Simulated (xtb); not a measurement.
A run for xtb: GFN2-xTB on N2 (SMILES N#N).

```
$ xtb mol.xyz --gfn 2 --sp --chrg 0 --uhf 0
2

N     -0.47407844     0.52883597    -0.25862598
N      0.54419226     0.13944552    -0.29480866
```

**Question.** Predict the final total energy.

**Answer.** -5.7638 hartree.
